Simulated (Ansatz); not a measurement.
`O[SiH2][SiH2]Cl` and `O[SiH2][SiH]([SiH3])Cl` differ in one atom or group.

Ansatz, PBE0-D4/def2-TZVP geometries, multiplicity 1. Each molecule was computed in one conformer, which needn't be the lowest.

```
                                          property  `O[SiH2][SiH2]Cl`
size of the dipole moment (ωB97M-V/def2-TZVPP) / D               0.74
              HOMO–LUMO gap (PBE0/def2-TZVPP) / eV               6.95
                 HOMO energy (PBE/def2-TZVPP) / eV              -6.71
               LUMO energy (B3LYP/def2-TZVPP) / eV              -1.17
             HOMO energy (ωB97M-V/def2-TZVPP) / eV             -10.00
    size of the dipole moment (PBE/def2-TZVPP) / D               0.59
```

Q: What does the change do to each property? (Estimate.)

A: Ansatz gave: 
```csv
property,`O[SiH2][SiH]([SiH3])Cl`,shift
size of the dipole moment (ωB97M-V/def2-TZVPP) / D,0.94,0.20
HOMO–LUMO gap (PBE0/def2-TZVPP) / eV,6.44,-0.51
HOMO energy (PBE/def2-TZVPP) / eV,-6.53,0.18
LUMO energy (B3LYP/def2-TZVPP) / eV,-1.39,-0.22
HOMO energy (ωB97M-V/def2-TZVPP) / eV,-9.66,0.34
size of the dipole moment (PBE/def2-TZVPP) / D,0.76,0.17
```

With PBE0 the HOMO rises by 0.26 eV and the LUMO falls by 0.25 eV, so the gap narrows by about 0.51 eV. PBE moves the HOMO by 0.18 eV and ωB97M-V by 0.34 eV. Dipoles are sizes alone; their direction can turn.

B3LYP here is the variant with VWN-RPA as its local correlation; programs differ in this.
